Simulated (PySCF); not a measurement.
H₇NOSi₂, SMILES N[SiH2]O[SiH3]. Atoms are numbered in the order given.

```xyz
11

Si     1.8015     0.0677     0.3523
O      0.5091    -0.0725    -0.6776
Si    -1.1618    -0.0855    -0.6219
N     -1.8130     0.0783     0.9639
H      1.8020    -1.0304     1.3649
H      3.0527    -0.0099    -0.4485
H      1.7689     1.3722     1.0792
H     -1.6393     1.0629    -1.4339
H     -1.6094    -1.3913    -1.1701
H     -1.8678     0.9741     1.4368
H     -1.8435    -0.6952     1.6196
```

Geometry: B3LYP-D3(BJ)/def2-SVP. One conformer was computed; it need not be the lowest.

Two levels are set side by side: PBE/pcSseg-1 (PySCF) and HF/pcSseg-1 (PySCF). GIAO shifts against H2O (¹⁷O), NH3 (¹⁵N), TMS (²⁹Si), TMS (¹H) at the same level; non-relativistic, no solvent, atoms listed together averaged. Differences are taken from unrounded values.

```csv
quantity,HF
δ(²⁹Si) of Si1 (ppm),-47.4
δ(¹⁷O) of O2 (ppm),26.1
δ(²⁹Si) of Si3 (ppm),-40.6
δ(¹⁵N) of N4 (ppm),24.0
"δ(¹H) of H5, H6, H7 (ppm)",4.70
"δ(¹H) of H8, H9 (ppm)",4.48
"δ(¹H) of H10, H11 (ppm)",1.57
```

**Question.** What does PBE give, and how far is it from HF? (The exact figures need the calculation; the answer reports its results.)

**Answer.** 
```csv
quantity,PBE,PBE minus HF
δ(²⁹Si) of Si1 (ppm),-45.4,1.9
δ(¹⁷O) of O2 (ppm),59.8,33.6
δ(²⁹Si) of Si3 (ppm),-36.9,3.7
δ(¹⁵N) of N4 (ppm),42.8,18.9
"δ(¹H) of H5, H6, H7 (ppm)",5.43,0.73
"δ(¹H) of H8, H9 (ppm)",5.24,0.76
"δ(¹H) of H10, H11 (ppm)",1.60,0.03
```

Rough cost on one machine, each run with all the roots and properties that it gave: HF against PBE within a factor of 2.
